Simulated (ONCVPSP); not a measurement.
What one change does to a pseudopotential (zinc (Zn), ONCV)

ONCVPSP 4.0.1 input, shortened (lines: element, Z, core and valence counts, functional; n l f; lmax; l rc ep ncon nbas qcut; lloc lpopt rc5 dvloc0; l nproj debl; icmod fcfact rcfact), PBE, scalar-relativistic:

```
  Zn 30.00    4    3        4      upf
    1    0    2.00
    2    0    2.00
    2    1    6.00
    3    0    2.00
    3    1    6.00
    3    2   10.00
    4    0    1.50
    2
    0    1.60    0.00    4    7    4.60
    1    0.65    0.00    3    6   11.50
    2    0.95    0.00    3    7   14.90
    4    5    0.55    4.00
    0    1    3.20
    1    2    0.40
    2    2    1.10
    3    2.25    1.40
```

In the p channel the program set the typed energies aside and used -3.235, 0.250 Ha.

All-electron outer shells of the reference configuration (PBE, scalar-relativistic, ld1.x):

```
shell  level (eV)  outermost node (bohr)  outermost maximum (bohr)
   3s     -133.85                   0.28                      0.59
   3p      -88.02                   0.25                      0.59
   3d      -14.74                      –                      0.57
   4s       -9.84                   0.85                      2.04
```

Change: s: nproj 3.

Cutoffs: the cutoffs (Ha) at which the residual kinetic energy of the hardest occupied pseudo-wave falls to 1 and 0.1 mHa per electron; they do not see the model core or the augmentation charge, which bear on the density cutoff. Errors are all-electron minus pseudo energies relative to the spin-unpolarised reference configuration.

Q: How do hardness, ghosts and transferability respond?

A: The potential gets neither clearly harder nor softer (126 Ha and 275 Ha → 126 Ha and 275 Ha); both files keep a bound ghost (s); of the 4 tests that both files solve, the error grows in 1 and shrinks in 0 by more than 15 % and 0.3 meV (median size 24.9 → 25.0 meV); the range in which the s phases agree widens (upper end 0.5 → at the end of the scan).

```tsv
quantity	base	changed
cutoff, loose	126 Ha	126 Ha
cutoff, tight	275 Ha	275 Ha
bound ghosts	s	s
GHOST(+) flags under 300 eV	none	none
error for 3p6 3d10 4s2, meV [ΔE -3.94 eV]	-0.1	-0.6
error for 3p6 3d10 4s1, meV [ΔE 5.95 eV]	-28	-29
error for 3p6 3d10 4s0, meV [ΔE 24.39 eV]	-22	-22
error for 3p6 3d10 4s1 4p1, meV [ΔE 1.15 eV]	-28	-28
s: phases at 1.62 bohr within 0.05 rad from the reference energy up to (Ha; the scan ends near 5)	0.5	to the end of the scan
p: phases at 0.66 bohr within 0.05 rad from the reference energy up to (Ha; the scan ends near 5)	to the end of the scan	to the end of the scan
d: phases at 0.96 bohr within 0.05 rad from the reference energy up to (Ha; the scan ends near 5)	to the end of the scan	to the end of the scan
rms error of d²Exc/dni dnj with the model core, mHa	2.63	2.63
```

 A true bound ghost makes a file unfit for plane-wave use even where its test errors are small: the radial tests pick states by their node count and pass the ghost by.
